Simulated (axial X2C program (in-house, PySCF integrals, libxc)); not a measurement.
SGaS⁺: properties at the nuclei

Calculated with an axial X2C code built on PySCF integrals: two-component X2C with atomic mean-field Coulomb and Gaunt terms, Gaussian nuclei, basis S dyall-av3z, Ga dyall-v3z with contracted cores.

S–Ga–S held linear, with bonds 2.134 and 2.134 Å (near the PBE0 minimum at charge 1 of the determinant lowest at the starting distance; the state shown can have its own minimum elsewhere, held linear; other orders of the atoms were not compared).

Input and command:
```json
{"zs": [16, 31, 16], "q": 1, "bas": ["dyall-av3z", "dyall-v3z", "dyall-av3z"], "r0": [2.11, 2.11], "symm": 1, "scan": ["PBE0", "HF", "TPSSh"], "levels": ["PBE0", "HF", "r2SCAN"], "nst": 2}
```
```bash
python solin.py task.json out
```

Keys: zs atomic numbers; q charge; bas basis sets; r0 starting distance in Å; symm equal bonds; scan levels of the two-bond scan; levels methods; nst determinants followed.

Determinant lowest in the PBE0 search, Ω = 3 (⟨Sz⟩ = 1.00, ⟨Lz⟩ = 2.00 at PBE0), spin on the atoms S 0.49, Ga 0.02, S 0.49:

```json
{"level": "PBE0", "A∥/gI S (MHz)": "116", "qzz S (a.u.)": "0.66", "A∥/gI Ga (MHz)": "-2.32", "qzz Ga (a.u.)": "-3.57"}
{"level": "HF", "A∥/gI S (MHz)": "122", "qzz S (a.u.)": "0.56", "A∥/gI Ga (MHz)": "-18", "qzz Ga (a.u.)": "-4.46"}
{"level": "r2SCAN", "A∥/gI S (MHz)": "122", "qzz S (a.u.)": "0.59", "A∥/gI Ga (MHz)": "-5.38", "qzz Ga (a.u.)": "-3.36"}
```

Determinant 0.10 eV from it at PBE0 and this distance, Ω = 1 (⟨Sz⟩ = 1.00, ⟨Lz⟩ = 0.00 at PBE0), spin on the atoms S 0.57, Ga -0.13, S 0.57:

| level | A∥/gI S (MHz) | qzz S (a.u.) | A∥/gI Ga (MHz) | qzz Ga (a.u.) |
| --- | --- | --- | --- | --- |
| PBE0 | -134 | 0.24 | -161 | -2.88 |
| HF | -76.1 | -0.56 | -469 | -2.72 |
| r2SCAN | -92.7 | 0.32 | -170 | -2.81 |

A∥ (defined per Ω) follows by multiplying with gI = μI/(I μN); qzz is the electric field gradient, eQq0 = 234.96 MHz × Q/barn × qzz. The operators were transformed with the bare-nucleus X2C matrices; with these basis sets, hyperfine constants and field gradients can be off by tens of per cent, and where levels differ in sign neither size nor sign is settled.

Q: With gI(33S) = 0.4292, Q(33S) = -0.0694 barn, Q(69Ga) = 0.171 barn (g factors from the IAEA table of nuclear moments by Stone; Q from Pyykkö, Mol. Phys. 2018), turn the PBE0 values of the first state into constants in MHz.

A: A∥(33S) = 116 × 0.4292 = 49.8 MHz; eQq0(33S) = 234.96 × (-0.0694) × (0.66) = -10.8 MHz; eQq0(69Ga) = 234.96 × (0.171) × (-3.57) = -143 MHz.

The molecule was held linear; bending was not examined, so a bent shape may lie lower.

Each state is one determinant with collinear spin, which with several unpaired electrons need not be a pure state. Unrestricted Hartree–Fock can overshoot spin polarisation at the nuclei. With several open shells hyperfine constants can be off by a factor of several. Open-shell Ω = 0 determinants with evenly filled partner blocks cannot be reached by this program, so the Ω shown need not be the lowest component. At r2SCAN a later determinant lies lower. States lie within half an eV, so the first need not be the ground state. Where a field gradient or hyperfine factor spreads by more than a factor of two over the levels, a constant derived from it is not to be relied on. PBE0 term energies can be off by some tenths of an eV.
